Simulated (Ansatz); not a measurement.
A nudged elastic band was laid between two geometries of BBrClHS (5 atoms, charge 0, multiplicity 1).

Computed with Ansatz 0.2.0, RKS B3LYP-D4/def2-SVP.

```json
{"movable images": "5", "climbing image": "yes", "spring": "5.0 eV/Å²", "optimiser": "quadratic models (default)", "start path": "IDPP", "force threshold": "0.03 eV/Å", "iteration limit": "57", "end points": "relaxed"}
```

Initial state:

```xyz
5
Properties=species:S:1:pos:R:3
S 0.342 1.349 0.328
B 0.142 -0.430 0.178
Cl 1.013 -1.447 1.315
Br -0.976 -1.239 -1.166
H -0.470 1.694 -0.697
```

Final state:

```xyz
5
Properties=species:S:1:pos:R:3
S -0.227 1.346 -0.376
B -0.102 -0.427 -0.125
Cl 0.886 -1.146 1.141
Br -1.108 -1.555 -1.314
H 0.601 1.708 0.633
```

Problem. Which bonds break or form, and what moves?

Solution. No bond is made or broken. The dihedral H5–S1–B2–Br4 goes from 0 to 180°.

Problem. Give the energies along the band, and the barrier.

Solution. The run converged. The highest image is number 3 of 0 to 6, 53.7 kJ/mol above the first end and 54.0 kJ/mol above the last; the last end lies 0.3 kJ/mol below the first. A vibrational analysis at the climbing image gives one clearly imaginary mode, 437i cm⁻¹: a first-order saddle point.

```json
{"image": "0", "path coordinate (Å)": "0.00", "energy (kJ/mol)": "0.0", "dihedral H5–S1–B2–Br4 (°)": "0"}
{"image": "1", "path coordinate (Å)": "0.46", "energy (kJ/mol)": "13.6", "dihedral H5–S1–B2–Br4 (°)": "32"}
{"image": "2", "path coordinate (Å)": "0.92", "energy (kJ/mol)": "40.3", "dihedral H5–S1–B2–Br4 (°)": "62"}
{"image": "3", "path coordinate (Å)": "1.38", "energy (kJ/mol)": "53.7", "dihedral H5–S1–B2–Br4 (°)": "91"}
{"image": "4", "path coordinate (Å)": "1.85", "energy (kJ/mol)": "40.2", "dihedral H5–S1–B2–Br4 (°)": "120"}
{"image": "5", "path coordinate (Å)": "2.31", "energy (kJ/mol)": "13.2", "dihedral H5–S1–B2–Br4 (°)": "150"}
{"image": "6", "path coordinate (Å)": "2.78", "energy (kJ/mol)": "-0.3", "dihedral H5–S1–B2–Br4 (°)": "180"}
```

Problem. What is the geometry of the highest image?

Solution. 
```xyz
5
Properties=species:S:1:pos:R:3
S 0.666 1.298 -0.326
B 0.151 -0.446 0.012
Cl 0.417 -1.180 1.581
Br -0.643 -1.523 -1.364
H -0.541 1.778 0.056
```

Problem. What are the harmonic wavenumbers there?

Solution. 437i, 203, 220, 376, 391, 766, 843, 922, 2666 cm⁻¹.

The band took 8 iterations and about 2.5 core-minutes.

Run time: 2.5 min on 1 thread of Arm Neoverse V2, with other jobs on the host, peak memory 0.18 GiB.
